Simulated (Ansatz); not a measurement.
Relaxation of InP₂⁻ with RKS r2SCAN-D4/def2-TZVPD.

```sh
$ ansatz run in.yaml --threads 4 --pin off --events-out ev --progress --plain --max-ram 3916MiB
```

```yaml
crystal:
  periodic: [false, false, false]
  atoms:
    - {symbol: In, position_ang: [0.677540, 1.401750, -0.432030]}
    - {symbol: P, position_ang: [0.179220, -1.181490, -0.530200]}
    - {symbol: P, position_ang: [-0.856760, -0.220260, 0.962230]}
basis:
  gaussian: {orbitals: def2-TZVPD}
total_charge: -1
hamiltonian: {xc: r2scan, dispersion: d4}
scf: {lower_state_search: "off"}
output: {orbitals: {seedname: orbitals}}
relax: {f_tol: 0.02, max_steps: 100}
```

It took 2.4 s on 4 threads of AMD EPYC 9R45 on a shared host.

Positions (Å) and forces (eV/Å) at steps 1, 3 of 3:

```xyz
3
step=1 energy=-23754.2830 eV
In    0.678    1.402   -0.432    0.085    0.174   -0.054
P     0.179   -1.181   -0.530   -0.131   -0.003    0.156
P    -0.857   -0.220    0.962    0.047   -0.171   -0.101
3
step=3 energy=-23754.2868 eV
In    0.685    1.418   -0.437    0.000   -0.001    0.000
P     0.172   -1.186   -0.523    0.003   -0.003   -0.005
P    -0.858   -0.231    0.960   -0.003    0.003    0.004
```

In the def2 sets In takes a core potential; there is no spin–orbit coupling. The highest occupied level of the charge -1 singlet lies above zero (up to 0.56 eV). By energy differences its removal costs 1.69 eV (vertical, to the charge 0 doublet, at r2SCAN-D4/def2-TZVPD); a positive level beside a positive removal energy at the same level points to self-interaction error. The structure comes from a short search, and lower isomers may exist.
